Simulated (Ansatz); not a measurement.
## Worked example: HCl + KSH → H2S + KCl

Species: HCl, singlet; KSH `[SH][K]`, singlet; H2S (hydrogen sulfide) `S`, singlet; KCl, singlet. The partners trade Cl for SH: H–Cl and K–SH bonds give way to H–SH and K–Cl.

Shapes, held fixed at every level: PBE0-D4/def2-TZVP. Programs: Ansatz 0.2.0. The zero-point and thermal change to 298 K, harmonic and unscaled (PBE0-D4/def2-TZVP), is +3.1 kJ/mol.

At CCSD(T)/def2-TZVPP; 1 Eh = 2625.50 kJ/mol:

| species | energy (Eh) |
| --- | --- |
| HCl | -460.331246 |
| KSH | -997.707983 |
| H2S | -398.931115 |
| KCl | -1059.140278 |

Q: Work out ΔH(298 K) of the reaction at this level.

A: 
1. Products less reactants: (-398.931115) + (-1059.140278) − [(-460.331246) + (-997.707983)] = -0.032164 Eh = -84.4 kJ/mol.
2. With the thermal change: -84.4 + (+3.1) = -81.3 kJ/mol.

Other levels give -98.6 (HF/def2-SVP) to -78.4 kJ/mol (PBE-D4/def2-TZVPP). No measured value is set beside it here. Correlated rows may include outer-core shells of K, which these sets cover unevenly.
